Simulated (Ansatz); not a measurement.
Basis-set extrapolation for C2H8AlNS, SMILES `C[N](C)[AlH][SH]` (PBE0-D4/def2-TZVP geometry, frozen core, the Gaussian-basis code of Ansatz). Multiplicity 1, RHF reference.

```
                      def2-TZVPP   def2-QZVPP
                 HF  -774.428108  -774.453126
    MP2 correlation    -0.822505    -0.881079
CCSD(T) correlation    -0.915046      not run
```

Energies in hartree. Use E(X) = E(∞) + A·exp(−7.88·√X) for Hartree–Fock and E(X) = E(∞) + B·X^(−2.97) for correlation, with X = 3 and 4, and add CCSD(T) minus MP2 of the smaller set to the MP2 limit.

Task: What is the CCSD(T) energy at the basis-set limit?

Result: HF limit: -774.453126 + (-0.025018) × 0.13774 = -774.45657. MP2 limit: -0.881079 + (-0.058574) × 0.74074 = -0.92447. Higher-order term: -0.915046 − (-0.822505) = -0.09254. Total: -775.47358 hartree, 342.4 kJ/mol below CCSD(T)/def2-TZVPP.
